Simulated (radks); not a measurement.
Q: Fe16+, configuration [Ne] (the NIST ground configuration). Calculated with a radial shooting solver on a logarithmic mesh with Libxc functionals: non-relativistic Kohn-Sham, XLYP, spin-polarised, spherical densities, point nucleus. Some entries of the table are withheld. Estimate them.

orbital,occ.,eigenvalue (eV),r(max) (bohr)
1s,2,-7484.757,(1)
2s,2,(2),0.2234
2p,6,(3),0.1789

A: 
(1) 1s r(max) (bohr): 0.03894
(2) 2s eigenvalue (eV): -1321.169
(3) 2p eigenvalue (eV): -1216.372
